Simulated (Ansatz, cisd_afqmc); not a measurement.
System: GeH, charge 1, singlet. GeH+ (parent SMILES [GeH], singlet).
B3LYP-D3(BJ)/def2-TZVP minimum from Ansatz (a program for electronic structure):
```
Ge
H 1 1.5926
```
Charge +1, spin multiplicity 1.

Total energies in aug-cc-pVTZ, 4 correlated electrons, 14 frozen orbitals. Radicals and triplets start from unrestricted determinants; spin-orbit coupling is neglected. Correlated methods leave the cores frozen (noble-gas shells, and filled d and f shells in the p block). No relativity. AFQMC/CISD: phaseless, guided by CISD from CCSD amplitudes; bars are statistical, one sigma. Outlying blocks are dropped, and bars are widened where a walk drifts. Over all cases where full CI ran beside it in this data, AFQMC minus full CI had a median of +0.1 mEh and passed +0.4 mEh in a tenth of the cases. The spin of HGe+ (parent SMILES [GeH], singlet) was assumed, and the state is the lowest solution found for it.

```
method         program          energy (Eh)  error against FCI (mEh)
----------  ----------  -------------------  -----------------------
HF              Ansatz          -2075.66621                    87.39
MP2             Ansatz          -2075.73213                    21.48
CCSD            Ansatz          -2075.75184                     1.76
CCSD(T)         Ansatz          -2075.75323                     0.37
CCSDT(Q)        Ansatz          -2075.75359                     0.01
CCSDTQ          Ansatz          -2075.75360                     0.00
AFQMC/CISD  cisd_afqmc  -2075.7534 ± 0.0001                0.2 ± 0.1
FCI             Ansatz          -2075.75360                     0.00
```

Rough core times of Ansatz's runs on a shared machine: CCSD(T) under 20 s, CCSDT(Q) under 20 s, CCSDTQ 60 s, FCI under 20 s.
